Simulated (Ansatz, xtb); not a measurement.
Pulling on the Se4–H5 bond in AlH3Se (SMILES [AlH2][SeH]) (multiplicity 1 held, fragments rigid). Energies count from the point at 1.472 Å.
Geometry at that point (charge 0, multiplicity 1):
```xyz
5

Al     0.364     0.027    -1.557
H     -0.699    -0.570    -2.552
H      1.745     0.642    -1.994
Se    -0.201    -0.030     0.697
H      1.061     0.607     1.107
```

R- and RO- levels are restricted; in cc, def2 and unpolarised 6-31G sets they are followed outwards from rest. Unrestricted levels (U-) break spin symmetry where that is lower. Active spaces are followed from a long bond inwards. Levels need not reach the same state.

Frozen-core correlation. Filled d and f shells under p-block atoms count as core.

Programs: Ansatz (a quantum-chemistry and plane-wave program); xtb for the GFN methods. Values without a source in brackets are computed. The GFN methods have no spin term and hold the electronic entropy of 300 K.

Energies in kJ/mol.

| R (Å) | GFN2-xTB | R-HF/def2-SVP | U-HF/def2-SVP | R-CCSD/def2-SVP | FIC-MRCISD on CASSCF(4,3)/def2-SVP | FIC-MRCISD+Q on CASSCF(4,3)/def2-SVP |
|---|---|---|---|---|---|---|
| 1.178 | 103 | 147 | 147 | 153 | 154 | 154 |
| 1.325 | 13 | 25 | 25 | 28 | 29 | 29 |
| 1.472 | 0 | 0 | 0 | 0 | 0 | 0 |
| 1.619 | 15 | 24 | 24 | 19 | 18 | 18 |
| 1.766 | 39 | 71 | 71 | 60 | 57 | 58 |
| 1.987 | 83 | 158 | 153 | 132 | 127 | 128 |
| 2.208 | 132 | 246 | 200 | 200 | 190 | 192 |
| 2.576 | 206 | 377 | 230 | 284 | 264 | 267 |
| 2.944 | 263 | 481 | 239 | 332 | 302 | 305 |
| 3.386 | 307 | 576 | 242 | 359 | 320 | 322 |
| 3.974 | 333 | 663 | 243 | 372 | 326 | 329 |
| 4.710 | 343 | 727 | 243 | 376 | 327 | 330 |

Doubts at one or more of the structures used: a restricted determinant that unrestricted orbitals would lower (R-HF/def2-SVP, R-CCSD/def2-SVP); a spin-contaminated determinant (U-HF/def2-SVP); other coupled-cluster roots lie near (R-CCSD/def2-SVP); active orbitals that take no part (FIC-MRCISD on CASSCF(4,3)/def2-SVP, FIC-MRCISD+Q on CASSCF(4,3)/def2-SVP).
